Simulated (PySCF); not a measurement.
C₅H₁₁NO₂Si.
Atom-mapped SMILES: `[CH2:1]=[CH:2][O:3][Si@@H:4]([OH:5])[C@@H:6]1[CH2:7][CH2:8][NH:9]1`

Cartesian coordinates in Å at the GFN2-xTB level; atoms count from 1:
```xyz
20
C5H11NO2Si angstrom
C      3.6472    0.2907   -0.7830
C      2.8512   -0.7577   -0.8665
O      1.5895   -0.8369   -0.3993
Si     0.6997    0.1919    0.4905
O      0.6199    1.6511   -0.2222
C     -1.0451   -0.5451    0.5344
C     -1.7983   -0.7069   -0.7993
C     -2.8853    0.1886   -0.1986
N     -1.9990    0.5243    0.9209
H      4.6390    0.2650   -1.1931
H      3.3165    1.1987   -0.3134
H      3.1557   -1.6827   -1.3430
H      1.2651    0.3409    1.8323
H     -0.1722    2.1668   -0.0820
H     -1.1333   -1.4403    1.1558
H     -1.2856   -0.2612   -1.6478
H     -2.1014   -1.7195   -1.0530
H     -3.1694    1.0700   -0.7804
H     -3.7936   -0.3570    0.0807
H     -2.4057    0.4299    1.8445
```

Definitions: NICS(0) = −σiso at the ring centroid; NICS(1) = −σiso and NICS(1)zz = −σzz at ±1 Å along the ring normal z. Level: GIAO PBE0/pcSseg-1 (PySCF, non-relativistic, gas phase) on the GFN2-xTB geometry, one conformer.

Ring bond lengths (Å), with Mayer bond orders in brackets: C6–C7 1.540 (1.02), C7–C8 1.531 (1.04), C8–N9 1.467 (0.97), N9–C6 1.484 (0.93).

Q: What do the NICS probes read (ppm)?

A: 
| ring | type | NICS(0) | NICS(1), two faces | NICS(1)zz, two faces | rms pucker (Å) | centre to ring atoms, mean (Å) |
| --- | --- | --- | --- | --- | --- | --- |
| C6–C7–C8–N9 | 4-membered ring with N; formal bonds all single | 0.6 | 2.1 / 0.5 | 5.5 / 3.0 | 0.07 | 1.06 |

Q: What do they say, and how far can they be read as aromaticity?

A: 
- C6–C7–C8–N9: mean NICS(1)zz 4.3 ppm, deshielded. C6, C7, C8 have four or more neighbours; no verdict on aromaticity is drawn.

Q: List the ring angles and the Hirshfeld charges of the ring atoms.

A: 
- C6–C7–C8–N9: C6 89.2° (-0.082 e), C7 86.9° (-0.071 e), C8 90.2° (-0.025 e), N9 91.4° (-0.176 e); sum 357.8° against 360° for a flat convex ring.
